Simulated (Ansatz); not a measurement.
System (SMILES): F[C]F (closed-shell singlet).
Atoms: F1, C2, F3. Bonds: F1-C2, C2-F3.

How fast the highest harmonic wavenumber converges with the basis for several methods (Ansatz, a quantum-chemistry and plane-wave program): deviation from each method's own reference, in cm⁻¹. References: B3LYP 1221 cm⁻¹, the value in aug-pcseg-2; HF 1380 cm⁻¹, the value in aug-pcseg-2; MP2 1255 cm⁻¹, the value in aug-pcseg-2; PBE 1164 cm⁻¹, the value in aug-pcseg-2. All functions are spherical. In correlated methods cores are frozen. A restricted Hartree-Fock determinant is unstable towards unrestricted orbitals. No added dispersion term, no relativity. Each level at its own minimum, unscaled; the references are large sets that could be run, not limits.

| basis | functions | B3LYP | HF | MP2 | PBE |
|---|---|---|---|---|---|
| STO-3G | 15 | 82 | 93 | 145 | 83 |
| 3-21G | 27 | -38 | -58 | -35 | -36 |
| cc-pVDZ | 42 | 8 | -13 | 8 | 10 |
| 6-311+G** | 66 | -13 | -12 | -3 | -14 |
| aug-pcseg-1 | 69 | -13 | -23 | -38 | -12 |
| 6-311++G(2d,2p) | 81 | -12 | -11 | -19 | -13 |
| pcseg-2 | 90 | 4 | 3 | 8 | 4 |
| jun-cc-pV(T+d)Z | 117 | -1 | -2 | -1 | -2 |

Mean absolute deviation over 6-311+G**, 6-311++G(2d,2p), pcseg-2, jun-cc-pV(T+d)Z: HF 7, B3LYP 7, MP2 8, PBE 8 cm⁻¹.
